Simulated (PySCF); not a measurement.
## Radial density of Ge²⁺ (germanium, charge +2)

MN15, [Ar] 3d10 4s2, closed-shell 1S. Calculation: PySCF 2.14, in x2c-SVPall; the spin-free X2C one-electron Hamiltonian (Gaussian nucleus).

```csv
r (bohr),4πr²ρ (e/bohr)
0.000690,0.1972
0.00116,0.5353
0.00195,1.372
0.00328,3.246
0.00552,7.405
0.00929,15.44
0.0156,27.62
0.0263,38.16
0.0442,36.81
0.0743,31.77
0.125,43.85
0.210,36.31
0.354,22.98
0.595,27.59
1.00,9.612
1.68,2.139
2.83,0.4754
4.76,0.006392
```

Densities and radii are taken from the X2C orbitals without a picture-change correction, which distorts them close to the nucleus.
